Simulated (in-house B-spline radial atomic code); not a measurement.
Computed with a B-spline radial atomic code. Model: two electrons, singlet ground state, non-relativistic, full CI in B-splines with partial waves to l = 8 (at full coupling up to 3e-4 hartree above the limit, correlation up to 0.6 % small), density held at that of full coupling by Lieb maximisation.

Along the adiabatic connection the electron repulsion is scaled by a coupling λ while a local potential keeps the density fixed. At λ = 0 the system is the Kohn-Sham one and W equals the exchange energy; the exchange-correlation energy is the area under W between 0 and 1. The kinetic energy rises with λ as the electrons avoid each other, with dT/dλ = −λ dW/dλ.

Command:
```bash
python run_ac.py task.json out
```
Settings (lengths in bohr, energies in hartree):
```
potential              coulomb
strength               1.95
lmax                   8
```

Run time, properties included: 32 s on 1 thread of Intel(R) Xeon(R) Processor @ 2.30GHz, on a shared host.

**W = mean repulsion less Hartree energy, and W of three functionals.**

Given: confinement point charge; nuclear charge 1.95; external potential -Z/r.

Computed: LDA exchange minus exact 136.69 millihartree; SCAN exchange minus exact -5.2467 millihartree.

```csv
coupling,W xc (hartree),W xc minus exchange (millihartree),kinetic minus Kohn-Sham (millihartree),LDA (PW92) W minus its exchange (millihartree),PBE W minus its exchange (millihartree),SCAN W minus its exchange (millihartree)
0,-0.99312,0,0,0,0,0
0.02,-0.99504,-1.925,0.02,-11.77,-1.76,-1.82
0.05,-0.9979,-4.78,0.12,-24.02,-4.43,-4.47
0.12,-1.0044,-11.289,0.67,-45.82,-10.68,-10.45
0.25,?,?,?,?,?,?
0.4,-1.0285,-35.37,6.86,-103.33,-34.71,-32.04
0.6,-1.044,-50.863,14.59,-132.65,-50.53,-45.73
0.8,-1.0582,-65.116,24.54,-156.99,-65.21,-58.29
1,-1.0714,-78.266,36.36,-177.94,-78.86,-69.88
1.4,-1.0948,-101.71,64.38,-212.84,-103.4,-90.65
2,-1.1242,-131.07,113.99,-253.79,-134.62,-117.04
3,-1.1619,-168.79,207.29,-304.19,-175.89,-151.92
4.5,-1.2016,-208.52,354.32,-356.92,-221.59,-190.34
7,?,?,?,?,?,?
10,-1.2743,-281.2,848.78,-459.55,-315.3,-265.42
```

(1) What belongs in the row 0.25?

(2) What belongs in the row 7?

(3) What is the PBE exchange minus exact?

**Energy parts, natural occupations and partial-wave weights.**

Computed: correlation energy -0.041904 hartree; kinetic part of the DFT correlation energy 0.036363 hartree; initial slope twice GL2 -0.096705 hartree; kinetic part over minus potential part 0.4646; Hartree energy 1.9862 hartree; Kohn-Sham kinetic 2.7007 hartree; Lieb Oxford ratio E_xc over LDA exchange 1.2085.

```tsv
natural	occupation of the shell (electrons)
s	1.983
s	0.0081045
p	?
d	0.00033385
p	0.0002548
s	0.00013075
```

(4) What belongs in the row p?

```
wave      weight
   s     0.99564
   p   0.0041422
   d  0.00018654
   f           ?
   g   5.783e-06
```

(5) What belongs in the row f?

(6) What is the total energy?

(7) What is the exchange energy?

Answers

(1) W xc (hartree): -1.016; W xc minus exchange (millihartree): -22.842; kinetic minus Kohn-Sham (millihartree): 2.8; LDA (PW92) W minus its exchange (millihartree): -76.11; PBE W minus its exchange (millihartree): -22.09; SCAN W minus its exchange (millihartree): -20.87.

(2) W xc (hartree): -1.2436; W xc minus exchange (millihartree): -250.45; kinetic minus Kohn-Sham (millihartree): 590.92; LDA (PW92) W minus its exchange (millihartree): -414.56; PBE W minus its exchange (millihartree): -273.62; SCAN W minus its exchange (millihartree): -233.02.

(3) 10.717 millihartree.

(4) occupation of the shell (electrons): 0.0080055.

(5) weight: 2.5332e-05.

(6) -2.7373 hartree.

(7) -0.99312 hartree.

Half-way to full coupling W has made 55 % of its drop, against 50 % for a straight line, and second-order (GL2) theory, half the initial slope, overshoots the correlation energy by about 15 %: a moderate bend, as in light atoms. Over couplings 0 to 1 the errors in E_xc come to about +68 millihartree for LDA, +11 millihartree for PBE, -1.1 millihartree for SCAN, so SCAN is nearest. In LDA and SCAN the errors of exchange and correlation have opposite signs, so the sum is smaller than the larger of the two.
